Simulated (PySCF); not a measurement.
HOSr, SMILES [OH][Sr], multiplicity 2. Geometry: B3LYP-D3(BJ)/def2-TZVPD. The def2 effective core potentials stand for the cores of Sr; spin–orbit coupling is left out.

Q: Give the equilibrium geometry at B3LYP-D3(BJ)/def2-TZVPD (PySCF confirms it by a frequency run) as a Z-matrix, and its point group. (Estimate from the structure and the level; the computed values follow.)

A: point group C∞v.
```
O
H 1 0.9565
Sr 1 2.1230 2 180.00
```
Charge 0, spin multiplicity 2.
